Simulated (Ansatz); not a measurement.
Basis-set extrapolation for CH6AlNO (`C[NH][AlH][OH]`) (PBE0-D4/def2-TZVP geometry, frozen core, the Gaussian-basis code of Ansatz). Multiplicity 1, RHF reference.

```json
{"": "HF", "def2-TZVPP": "-412.757636", "def2-QZVPP": "-412.773837"}
{"": "MP2 correlation", "def2-TZVPP": "-0.713397", "def2-QZVPP": "-0.765886"}
{"": "CCSD(T) correlation", "def2-TZVPP": "-0.769788", "def2-QZVPP": "not run"}
```

Energies in hartree. Use E(X) = E(∞) + A·exp(−7.88·√X) for Hartree–Fock and E(X) = E(∞) + B·X^(−2.97) for correlation, with X = 3 and 4, and add CCSD(T) minus MP2 of the smaller set to the MP2 limit.

**Question.** What is the CCSD(T) energy at the basis-set limit?

**Answer.** HF limit: -412.773837 + (-0.016201) × 0.13774 = -412.77607. MP2 limit: -0.765886 + (-0.052489) × 0.74074 = -0.80477. Higher-order term: -0.769788 − (-0.713397) = -0.05639. Total: -413.63723 hartree, 68.9 kcal/mol below CCSD(T)/def2-TZVPP.
